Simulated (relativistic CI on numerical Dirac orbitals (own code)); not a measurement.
**Cr²⁺ in a cubic cluster: 1s photoemission with charge transfer**

Computed with a charge-transfer multiplet model of a cubic metal-ligand cluster with up to 2 ligand holes, Slater and spin-orbit integrals from Dirac-Coulomb-Breit ions, Slater integrals scaled by 0.7. The ground state mixes d4 with configurations of k ligand holes L, whose averages lie at kΔ + k(k − 1)U_dd/2; a core hole lowers each added d electron by U_cd. 20 K, Lorentzian 1.1 eV and Gaussian 0.6 eV FWHM.

Atomic integrals in eV (Slater integrals scaled, ζ unscaled), ground: F2dd 6.716, F4dd 4.172, zeta_d 0.027; with the core hole: F2dd 8.004, F4dd 5.008, zeta_d 0.045, G2cd 0.038.

Cluster parameters (eV): Δ = 3.3, U_cd = 6.6, 10Dq = 0.65, 10Dq(ligand) = 1.4, V(eg) = 1.35, V(t2g) = -0.73, final-state hopping factor = 1.

```csv
Case,n_d,d4,d5L,d6L2,S
U_dd = 3.5 eV,4.41,0.61,0.36,0.03,2.00
U_dd = 4.9 eV,4.39,0.62,0.36,0.02,2.00
U_dd = 5.6 eV,4.39,0.63,0.35,0.02,2.00
```

Weights, n_d and S are thermal averages at 20 K. Binding energies count from the first peak over 30 % of the highest in each spectrum, which can be another peak from case to case. The parameters are a model scan and need not match a compound or its usual spin state. Peaks in eV (height, largest 100):
- U_dd = 3.5 eV: 0.0 (100), 3.2 (17), 5.6 (35), 7.4 (32), 9.9 (13)
- U_dd = 4.9 eV: 0.0 (100), 3.1 (20), 6.2 (35), 7.7 (27)
- U_dd = 5.6 eV: 0.0 (100), 3.1 (22), 6.6 (37), 8.0 (25)

For the case U_dd = 5.6 eV, Δ = 3.3 eV is smaller than U_dd = 5.6 eV, the charge-transfer side of the Zaanen-Sawatzky-Allen scheme. With the core hole the average of the configuration with one ligand hole lies at Δ − U_cd = -3.3 eV before mixing: it lies below the unscreened one, so the lowest final states are mostly screened and the unscreened weight appears at higher binding energy as a satellite.

With at most 2 ligand holes the space is cut while the next configuration still counts, so covalency is underestimated, and a final configuration with one more ligand hole, which can lie low, is missing from the spectra.
